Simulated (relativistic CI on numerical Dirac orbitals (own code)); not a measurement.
# Magnetism of Pr²⁺, 4f3, in a crystal field

Calculated by Dirac-Coulomb-Breit CI, orbitals from a KLI potential per configuration, model QED, valence Slater integrals scaled by 0.8, one configuration in a parametric crystal field (own radial code).

Field parameters in Wybourne normalisation; cubic f-shell fields have B⁴₄ = √(5/14) B⁴₀ and B⁶₄ = −√(7/2) B⁶₀. The field is a parameter set, without covalency.

S is read from ⟨S²⟩ = S(S + 1).

Powder χT (cm³ K mol⁻¹) by Van Vleck's formula, with temperature-independent terms:

```csv
Field,2 K,5 K,10 K,20 K,50 K,100 K,200 K,300 K
"D3d, B20 = -230, B40 = 300, B43 = 920, B60 = 190, B63 = 80, B66 = 430 cm⁻¹",0.413,0.512,0.673,0.937,1.28,1.48,1.62,1.69
"D3d, B20 = 20, B40 = -520, B43 = -640, B60 = 160, B63 = -60, B66 = 190 cm⁻¹",0.561,0.722,0.923,1.15,1.42,1.57,1.67,1.72
"D3h, B20 = -50, B40 = -110, B60 = -500, B66 = -30 cm⁻¹",0.785,0.816,0.87,0.99,1.32,1.55,1.66,1.71
"D3h, B20 = 0, B40 = 110, B60 = -230, B66 = 150 cm⁻¹",0.789,0.904,1.07,1.27,1.53,1.63,1.69,1.73
"D3h, B20 = -80, B40 = -90, B60 = -140, B66 = 50 cm⁻¹",0.839,0.958,1.17,1.43,1.62,1.67,1.7,1.73
"Oh, B40 = -550, B60 = 320 cm⁻¹",0.738,0.771,0.828,0.941,1.22,1.44,1.6,1.68
```

Q: For Oh, B40 = -550, B60 = 320 cm⁻¹: what effective moment follows at 300 K?

A: μ_eff = √(8χT) = 3.66 μB. The LS value g√(J(J + 1)) of the free ion's 4I°_9/2 level is 3.62 μB.
